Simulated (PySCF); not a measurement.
## Electronic structure of N³⁺ (nitrogen, charge +3) at the UHF level

Configuration: [He] 2s2, closed-shell 1S. All numbers are calculated (PySCF 2.14, no relativity, point nucleus, in aug-cc-pVTZ (5s4p3d2f, 46 functions)).

```json
{
 "Total energy": "-51.080694 hartree",
 "One-electron energy": "-60.3864 hartree",
 "Hartree (Coulomb) energy": "14.4401 hartree",
 "Exchange energy": "-5.1344 hartree",
 "Kinetic energy": "51.09770 hartree",
 "⟨S²⟩": "0.0000",
 "⟨L²⟩": "0.000",
 "Sum of ⟨r⟩": "2.680 bohr",
 "Sum of ⟨r²⟩": "3.043 bohr²",
 "Density at the nucleus (Gaussians lack the cusp)": "204 bohr⁻³",
 "Langevin diamagnetic susceptibility": "-2.41 ×10⁻⁶ cm³/mol"
}
```

| shell | electrons | mean orbital energy (eV) | rms radius, mean of both spins (bohr) |
| --- | --- | --- | --- |
| 1s | 2 | -493.09 | 0.263 |
| 2s | 2 | -75.291 | 1.21 |
